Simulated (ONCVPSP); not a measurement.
## carbon: ONCV pseudisation with BLYP, scalar-relativistic reference atom.

ONCVPSP 4.0.1 was run on this input:

```
# ATOM AND REFERENCE CONFIGURATION
# atsym  z   nc   nv     iexc    psfile
  C 6.00    0    3  -106131      upf
#
#   n    l    f
    1    0    2.00
    2    0    2.00
    2    1    1.00
#
# PSEUDOPOTENTIAL AND OPTIMIZATION
# lmax
    2
#
#   l,   rc,      ep,       ncon, nbas, qcut
    0    0.45    0.00    4    8   24.70
    1    2.20    0.00    4    8    6.80
    2    1.95    0.04    5    8    5.60
#
# LOCAL POTENTIAL
# lloc, lpopt,  rc(5),   dvloc0
    4    5    0.40    4.00
#
# VANDERBILT-KLEINMAN-BYLANDER PROJECTORs
# l, nproj, debl
    0    2    3.00
    1    2    3.40
    2    2    2.20
#
# MODEL CORE CHARGE
# icmod, fcfact, rcfact
    0    0.00    0.00
#
# LOG DERIVATIVE ANALYSIS
# epsh1, epsh2, depsh
  -12.00    5.00    0.04
#
# OUTPUT GRID
# rlmax, drl
    6.00    0.01
#
# TEST CONFIGURATIONS
# ncnf
    4
# nvcnf
#   n    l    f
    3
    1    0    2.00
    2    0    2.00
    2    1    2.00
#
    3
    1    0    2.00
    2    0    2.00
    2    1    0.00
#
    3
    1    0    2.00
    2    0    1.00
    2    1    0.00
#
    3
    1    0    2.00
    2    0    2.00
    2    1    1.50
#
```

Command:

```bash
oncvpsp.x < C.dat > C.out
```

Resulting log (shortened: citation, most of the input echo, consistency checks and plot data are left out):

```
ONCVPSP  (Optimized Norm-Conservinng Vanderbilt PSeudopotential)
scalar-relativistic version 4.0.1

#   n    l    f        energy (Ha)
    1    0    2.00    -1.0620483E+01
    2    0    2.00    -9.4203194E-01
    2    1    1.00    -6.2449512E-01

Reference configufation results
  iterations    21
  all-electron total energy (Ha)   -3.74196582D+01

Begin loop to  construct optimized pseudo wave functions
and semi-local pseudopoentials for all angular momenta

Calculating optimized projector #   1

 for l=   0

    Fraction of norm inside rc  0.872876
    Optimizing pswf for qcut=  24.71 a_B^-1,  ecut= 305.34 Ha
    Residual kinetic energy error=  5.56D-05 Ha

    Energy error per electron        Cutoff
         Ha          eV             Ha
         0.01000     0.27211      211.23
         0.00100     0.02721      256.21
         0.00010     0.00272      293.93
         0.00001     0.00027      790.53

Calculating optimized projector #   2

 for l=   0

    Fraction of norm inside rc  0.027722
    Optimizing pswf for qcut=  24.71 a_B^-1,  ecut= 305.34 Ha
    Residual kinetic energy error=  1.17D-05 Ha

    Energy error per electron        Cutoff
         Ha          eV             Ha
         0.01000     0.27211      153.96
         0.00100     0.02721      217.71
         0.00010     0.00272      265.76
         0.00001     0.00027      308.77

   Wellstate for l =  1  n =  5
     eigenvalue =   2.7755
     asymptotic potential =   3.2755
     half-point radius =  3.8674

Calculating optimized projector #   1

 for l=   1

    Fraction of norm inside rc  0.837344
    Optimizing pswf for qcut=   6.81 a_B^-1,  ecut=  23.17 Ha
    Residual kinetic energy error=  9.00D-08 Ha

    Energy error per electron        Cutoff
         Ha          eV             Ha
         0.01000     0.27211       10.68
         0.00100     0.02721       14.18
         0.00010     0.00272       17.08
         0.00001     0.00027       19.36

Calculating optimized projector #   2

 for l=   1

    Fraction of norm inside rc  0.169219
    Optimizing pswf for qcut=   6.81 a_B^-1,  ecut=  23.17 Ha
    Residual kinetic energy error=  9.14D-06 Ha

    Energy error per electron        Cutoff
         Ha          eV             Ha
         0.01000     0.27211       14.39
         0.00100     0.02721       17.93
         0.00010     0.00272       20.52
         0.00001     0.00027       23.77

   Wellstate for l =  2  n =  3
     eigenvalue =   0.0400
     asymptotic potential =   0.5400
     half-point radius =  5.7719

   Wellstate for l =  2  n =  5
     eigenvalue =   2.2400
     asymptotic potential =   2.7400
     half-point radius =  4.0134

Calculating optimized projector #   1

 for l=   2

    Fraction of norm inside rc  0.074256
    Optimizing pswf for qcut=   5.60 a_B^-1,  ecut=  15.68 Ha
    Residual kinetic energy error=  7.43D-06 Ha

    Energy error per electron        Cutoff
         Ha          eV             Ha
         0.01000     0.27211        2.82
         0.00100     0.02721        6.61
         0.00010     0.00272       11.05
         0.00001     0.00027       15.19

Calculating optimized projector #   2

 for l=   2

    Fraction of norm inside rc  0.158340
    Optimizing pswf for qcut=   5.60 a_B^-1,  ecut=  15.68 Ha
    Residual kinetic energy error=  5.69D-04 Ha

    Energy error per electron        Cutoff
         Ha          eV             Ha
         0.01000     0.27211        9.90
         0.00100     0.02721       14.58
         0.00010     0.00272       20.74
         0.00001     0.00027       59.36

Construct Vanderbilt / Kleinmman-Bylander projectors

B matrix Hermiticity error, ll=   0
   1   2    1.2086E-03

  Orthonormal projector coefficients -3.3709E+01 -9.0394E+00

B matrix Hermiticity error, ll=   1
   1   2    2.5482E-05

  Orthonormal projector coefficients -1.6257E+01 -8.0866E-01

B matrix Hermiticity error, ll=   2
   1   2   -2.4273E-05

  Orthonormal projector coefficients -2.1019E+01 -1.3302E+00

Pseudoatom total energy  -37.054134

Diagnostic tests using Vanderbilt-Kleinman-Bylander pseudopotentials
  1 or more projectors used as specified by nproj input data

   l    rcore       rmatch      e in        delta e   norm test  slope test

   0   0.4525793   0.4663205 -10.6204833  -0.0000888   1.0002698   1.0002789
   0   0.4525793   0.4663205  -0.9420319   0.0000491   1.0001353   1.0001347

   1   2.2088160   2.2758804  -0.6244951  -0.0000007   0.9999113   0.9999166
   1   2.2088160   2.2758804   2.7755049   0.0000008   0.9999727   0.9999727

   2   1.9597466   2.0192487   0.0400000   0.0000053   0.9999833   0.9999833
   2   1.9597466   2.0192487   2.2400000   0.0000028   0.9999486   0.9999486

 Testing for bound ghosts
   n   l    E NL Schr. Eq   E Basis Diag.   E Cutoff

   1   0      -10.620572      -10.617540   1281.25
   2   0       -0.941983        1.525270   1281.25

       1                       -1.528254     62.06  WARNING - GHOST(-)
   2   1       -0.624496       -0.624384     62.06

       2                       -3.779304     88.95  WARNING - GHOST(-)

 Testing for highly-localized positive-energy ghosts
       l    <radius>/rc     E Basis Diag.   E Cutoff

Test configuration 0

   n   l     f        eae           eps        diff
   1   0  2.0000  -10.62048331  -10.62057206   -8.88D-05
   2   0  2.0000   -0.94203194   -0.94198285    4.91D-05
   2   1  1.0000   -0.62449512   -0.62449584   -7.28D-07

    Total energies and differences
      AE_ref= -3.74196582D+01  AE_tst= -3.74196582D+01  dif=  0.00D+00
      PS_ref= -3.70541335D+01  PS_tst= -3.70541335D+01  dif=  1.42D-14
      PSP excitation error= -1.42D-14

Test configuration 1

   n   l     f        eae           eps        diff
   1   0  2.0000  -10.06701162  -10.08300072   -1.60D-02
   2   0  2.0000   -0.50018843   -0.49662619    3.56D-03
   2   1  2.0000   -0.19248545   -0.19020303    2.28D-03

    Total energies and differences
      AE_ref= -3.74196582D+01  AE_tst= -3.78176032D+01  dif= -3.98D-01
      PS_ref= -3.70541335D+01  PS_tst= -3.74518041D+01  dif= -3.98D-01
      PSP excitation error= -2.74D-04

Test configuration 2

   n   l     f        eae           eps        diff
   1   0  2.0000  -11.36319423  -11.32159906    4.16D-02
   2   0  2.0000   -1.48102663   -1.47357518    7.45D-03

    Total energies and differences
      AE_ref= -3.74196582D+01  AE_tst= -3.65312360D+01  dif=  8.88D-01
      PS_ref= -3.70541335D+01  PS_tst= -3.61715368D+01  dif=  8.83D-01
      PSP excitation error=  5.83D-03

Test configuration 3

   n   l     f        eae           eps        diff
   1   0  2.0000  -12.22019210  -12.17173497    4.85D-02
   2   0  1.0000   -2.06261129   -2.05284496    9.77D-03

    Total energies and differences
      AE_ref= -3.74196582D+01  AE_tst= -3.47615958D+01  dif=  2.66D+00
      PS_ref= -3.70541335D+01  PS_tst= -3.44104864D+01  dif=  2.64D+00
      PSP excitation error=  1.44D-02

Test configuration 4

   n   l     f        eae           eps        diff
   1   0  2.0000  -10.31842004  -10.32921368   -1.08D-02
   2   0  2.0000   -0.70702972   -0.70596555    1.06D-03
   2   1  1.5000   -0.39271254   -0.39286895   -1.56D-04

    Total energies and differences
      AE_ref= -3.74196582D+01  AE_tst= -3.76727280D+01  dif= -2.53D-01
      PS_ref= -3.70541335D+01  PS_tst= -3.73074135D+01  dif= -2.53D-01
      PSP excitation error=  2.10D-04
```

Note: ghosts flagged at negative energy: p at -41.6 eV, d at -102.8 eV; no localised positive-energy state flagged. A true bound ghost makes a file unfit for plane-wave use.

The run took about 4.8 s on one core of a shared server CPU.
